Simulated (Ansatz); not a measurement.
This geometry of CH₃BClO (7 atoms, charge 0, multiplicity 2) is a first-order saddle point.

These are results of UKS B3LYP/def2-SVP (Ansatz), not measurements.

```xyz
7
Properties=species:S:1:pos:R:3
C 0.033 0.789 -0.156
O -0.611 -0.153 -0.967
B 0.102 -1.030 -0.167
Cl -0.635 -2.199 0.952
H 1.017 -0.154 0.285
H -0.553 1.195 0.680
H 0.708 1.484 -0.673
```

Task: Which two structures does it join? (They come from a converged band through this point; their orientation in space is the band's.)

Result: Bonds broken: C1–H5. Bonds formed: B3–H5.

Image 0:

```xyz
7
Properties=species:S:1:pos:R:3
C 0.186 0.789 0.003
O -0.537 -0.151 -0.793
B -0.687 -1.449 -0.598
Cl -0.003 -2.380 0.751
H 0.642 0.303 0.879
H -0.509 1.575 0.332
H 0.970 1.245 -0.620
```

Image 8:

```xyz
7
Properties=species:S:1:pos:R:3
C -0.206 1.233 -0.288
O -0.607 -0.049 -0.124
B 0.189 -1.080 0.235
Cl -0.544 -2.673 0.393
H 1.365 -0.933 0.444
H -0.979 1.940 -0.582
H 0.842 1.494 -0.124
```

Task: How far does it lie above each of them?

Result: 36.2 kcal/mol above the first and 42.5 kcal/mol above the second. This is the barrier of this one path; another mechanism may lie lower.

Run time: 2.1 min on 2 threads of Intel(R) Xeon(R) Platinum 8488C (Sapphire Rapids), with other jobs on the host, peak memory 0.23 GiB.
